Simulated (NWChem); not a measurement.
System: CHBrCl2; SMILES ClC(Cl)Br

```xyz
5

Cl    -0.0788     1.3121    -1.4569
C      0.4793     0.4958     0.0000
Cl    -0.0788     1.3121     1.4569
Br    -0.0340    -1.3732     0.0000
H      1.5735     0.5123     0.0000
```
Atoms are numbered in this order, from 1.

Program: NWChem. The geometry was optimised at PBE0/def2-SVP. GIAO values for the isolated, static molecule; σ is the absolute isotropic shielding, δ = σ(reference) − σ with the isolated reference molecule computed at the same levels (13C: tetramethylsilane, 1H: tetramethylsilane). Spin-orbit effects, on the heavy nuclei and on their neighbours, are missing.

| level | σ Cl1 (ppm) | δ C2 (ppm) | σ Br4 (ppm) | δ H5 (ppm) |
|---|---|---|---|---|
| KT2/pcSseg-1 | 498.3 | 104.2 | 1441.2 | 8.01 |
| PBE0/pcSseg-1 | ? | ? | ? | ? |
| LDA (Slater exchange, VWN5)/pcSseg-1 | 470.5 | 112.5 | 1370.7 | 8.02 |

Problem. Some entries are withheld; supply them.

Solution. 
- PBE0/pcSseg-1, σ Cl1 (ppm): 542.9
- PBE0/pcSseg-1, δ C2 (ppm): 99.8
- PBE0/pcSseg-1, σ Br4 (ppm): 1550.6
- PBE0/pcSseg-1, δ H5 (ppm): 7.41
